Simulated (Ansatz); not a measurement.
`O/C=C(/Cl)[SeH]` + `CC[SiH3]` → `CC[SiH2][SeH]` + `O/C=C\Cl`  (formal exchange of groups at the Se–C bond)

Gas-phase electronic energies from Ansatz, PBE0-D4/def2-TZVP geometries. CBS: MP2 limit from def2 TZ/QZ plus the TZ coupled-cluster correction, frozen cores. Double bonds are as drawn, so ΔE can hold a change between cis and trans. Functionals use def2-TZVPP. B3LYP here is the variant with VWN-RPA as its local correlation; programs differ in this. For Se outer-core shells are correlated without core-valence functions, which leaves a few kJ/mol of doubt a bond. Scalar relativity is left out up to krypton. One conformer a species, not always the lowest.

| level | ΔE (kJ/mol) | difference from CCSD(T)/CBS |
| --- | --- | --- |
| PBE-D4 | -129.7 | 4.5 |
| r2SCAN-D4 | -135.2 | -1.0 |
| PBE0-D4 | -135.7 | -1.5 |
| B3LYP-D4 | -129.1 | 5.1 |
| ωB97X-V | -131.2 | 3.0 |
| ωB97M-V | -133.5 | 0.7 |
| B2PLYP | -129.9 | 4.3 |
| PBE | -130.2 | 4.0 |
| r2SCAN | -135.1 | -0.9 |
| PBE0 | -135.9 | -1.7 |
| B3LYP | -130.0 | 4.2 |
| HF/def2-TZVPP | -140.1 | -5.9 |
| MP2/def2-TZVPP | -128.3 | 5.9 |
| SCS-MP2/def2-TZVPP | -124.8 | 9.4 |
| CCSD/def2-TZVPP | -130.4 | 3.8 |
| CCSD(T)/def2-TZVPP | -128.3 | 5.9 |
| HF/def2-QZVPP | -139.8 | -5.6 |
| MP2/def2-QZVPP | -131.6 | 2.6 |
| SCS-MP2/def2-QZVPP | -128.1 | 6.1 |
| HF/CBS(def2) | -139.8 | -5.6 |
| MP2/CBS(def2) | -134.2 | 0.0 |
| CCSD/CBS(def2) | -136.3 | -2.1 |
| CCSD(T)/CBS | -134.2 | 0 |

Largest T1 diagnostic among the species: 0.012.

From PBE to PBE0 (25 % exact exchange), in def2-TZVPP and without D4, ΔE moves by −5.8 kJ/mol. In def2-TZVPP, CCSD(T) changes the Hartree–Fock value by +11.8 kJ/mol (the triples alone add +2.1 kJ/mol) and MP2 by +11.8 kJ/mol.
